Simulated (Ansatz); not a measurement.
H$_{5}$NSSi$_{2}$Zn, SMILES `N[SiH]1[SiH2][S][Zn]1`. Charge 0, multiplicity 1. All single points use the PBE0-D4/def2-TZVP geometry. It is one conformer, not always the lowest.

```xyz
10

N     1.989    0.436    0.086
Si    0.531   -0.254    0.654
Si   -1.511    0.332   -0.491
S    -2.487   -1.528   -0.811
Zn   -0.535   -2.297    0.034
H     2.744    0.656    0.713
H     2.296    0.348   -0.867
H     0.489    0.037    2.114
H    -1.169    1.023   -1.767
H    -2.346    1.247    0.336
```

**Question.** What is the dipole moment at PBE/def2-TZVPP? (An estimate is asked.)

**Answer.** Ansatz gave: 3.94 D, with components (3.90, 0.01, 0.52) D in this frame, pointing from negative to positive charge.

**Question.** And with r2SCAN, B3LYP, ωB97M-V? (Estimate.)

**Answer.** Ansatz gave: r2SCAN 4.01 D, B3LYP 4.01 D, ωB97M-V 4.02 D.

**Question.** Give the Mulliken charges with PBE, r2SCAN, ωB97M-V in def2-TZVPP. (An estimate is asked.)

**Answer.** The calculation gave: 
| atom | PBE | r2SCAN | ωB97M-V |
| --- | --- | --- | --- |
| N1 | -0.37 | -0.44 | -0.35 |
| Si2 | 0.27 | 0.32 | 0.26 |
| Si3 | 0.23 | 0.32 | 0.19 |
| S4 | -0.34 | -0.42 | -0.37 |
| Zn5 | 0.06 | 0.13 | 0.12 |
| H6 | 0.16 | 0.17 | 0.12 |
| H7 | 0.16 | 0.16 | 0.12 |
| H8 | -0.06 | -0.08 | -0.02 |
| H9 | -0.06 | -0.09 | -0.04 |
| H10 | -0.05 | -0.08 | -0.03 |

B3LYP here is the variant with VWN-RPA as its local correlation; programs differ in this.
